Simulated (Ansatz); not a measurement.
Name a neutral molecule of B, Cl, O, Si and H with ideal-gas entropy at 298 K and 1 bar (rigid rotor, harmonic PBE0-D4/def2-TZVP) between 392 and 408 J/(mol·K) and size of the dipole moment (PBE/def2-TZVPP) between 5.00 and 5.30 D (Ansatz, PBE0-D4/def2-TZVP geometry).

`[SiH3][OH+][B-](Cl)(Cl)Cl` (393 J/(mol·K), 5.12 D). Other molecules can fit too; these were computed, each in one conformer that needn't be the lowest.
